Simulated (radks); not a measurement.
Values are calculated unless marked as measured or tabulated.
The calcium ion Ca3+, 17 electrons, occupied as [Ne] 3s2 3p5. Level of theory: non-relativistic Kohn-Sham, LDA (Slater exchange, Perdew-Wang correlation), spin-polarised, spherical densities, point nucleus; open shells are filled with parallel spins first (a radial shooting solver on a logarithmic mesh with Libxc functionals).

Unscreened Slater integrals over Kohn-Sham orbitals (cm^-1). They are taken over the spin-up orbitals.

integral,value
"F0(3p,3p)",164450
"F2(3p,3p)",83052
"F0(3p,3s)",169440
"G1(3p,3s)",112960
"F0(3p,2p)",223080
"F2(3p,2p)",43014
"G0(3p,2p)",17202
"G2(3p,2p)",17681
"F0(3s,3s)",174970
"F0(3s,2p)",232420
"G1(3s,2p)",19032
"F0(2p,2p)",610880
"F2(2p,2p)",285510

Derived for the open shells (J is the average intra-shell exchange parameter used in DFT+U). 3p: J = F2/5 = 16610 cm^-1.
